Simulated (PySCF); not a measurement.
Working out the excitation energy of Ga⁺

Ga⁺ [Ar] 3d10 4s2 (1S) → Ga⁺ [Ar] 3d10 4s1 4p1 (3P). Computed with PySCF 2.14 in aug-cc-pVDZ-DK, with scalar relativity by spin-free X2C-1e. Frozen: [Ar] 3d10. Energies in hartree (1 hartree = 27.21139 eV):

```json
{"part": "UHF", "Ga⁺ (lower)": "-1941.881831", "Ga⁺ (upper)": "-1941.710089"}
{"part": "MP2 opposite-spin", "Ga⁺ (lower)": "-0.023616", "Ga⁺ (upper)": "0.000000"}
{"part": "MP2 same-spin", "Ga⁺ (lower)": "0.000000", "Ga⁺ (upper)": "-0.001914"}
```

What does Hartree-Fock give?

(-1941.710089) − (-1941.881831) = 0.171742 hartree = 4.673 eV.

What do MP2 and SCS-MP2 (6/5 opposite-spin, 1/3 same-spin) give?

The opposite-spin parts differ by 0.643 eV and the same-spin parts by -0.052 eV. MP2: 4.673 + (0.643) + (-0.052) = 5.264 eV. SCS-MP2: 4.673 + 1.2 × (0.643) + (-0.052)/3 = 5.427 eV.

Measured between the centres of the two terms (NIST): 5.986 eV, so MP2 (valence) is off by -0.722 eV.

A double-zeta basis recovers only part of the correlation energy.

What remains against the reference includes basis incompleteness, the frozen core and correlation beyond second order.
